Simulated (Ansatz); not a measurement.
Ideal-gas functions of `[F][Cu-][P+](F)(F)F` at 500 K and 1 bar, from an Ansatz frequency run at PBE0-D4/def2-TZVP.

Molar mass 170.51 g/mol, point group C3v (symmetry number 3), electronic degeneracy 1, moments of inertia 106.103, 482.962, 482.967 u Å². Harmonic wavenumbers (cm⁻¹, unscaled): 85, 85, 202, 202, 254, 367, 367, 518, 648, 937, 944, 944.

Use S(trans) = R[1.5 ln M + 2.5 ln T − 1.1517]; rotational temperatures θ = 24.2544 K / I; S(rot) = R[ln(√π/σ · √(T³/θAθBθC)) + 1.5]; for each mode x = 1.438777 ν̃/T, S = R[x/(eˣ − 1) − ln(1 − e⁻ˣ)] and H = RT x/(eˣ − 1); 1 cm⁻¹ = 0.0119627 kJ/mol; R = 8.31446 J/(mol·K).

Q: By hand: the entropy, in J/(mol·K).

A: Translation 183.7. Rotation: θ = 0.2286, 0.0502, 0.0502 K, giving 116.6. Vibration, mode by mode: 20.04, 20.04, 12.94, 12.94, 11.10, 8.24, 8.24, 5.72, 4.24, 2.20, 2.17, 2.17, in all 110.1. Electronic 0.0. Sum 410.4 J/(mol·K).

Q: By hand: H − E and G − E in kJ/mol, counted from the electronic energy.

A: Zero-point energy ½ × 5553 × 0.0119627 = 33.2; thermal vibration 26.6; translation, rotation and pV give 4 RT = 16.6. H − E = 76.4 kJ/mol, and G − E = 76.4 − 500 × 410.4/1000 = -128.8 kJ/mol.

Vibration gives 27 % of the entropy, 40.1 J/(mol·K) of it from the modes under 150 cm⁻¹: soft modes count most, and the harmonic formula is weakest for them. The sum counts one conformer and one mirror image; others add a mixing term.
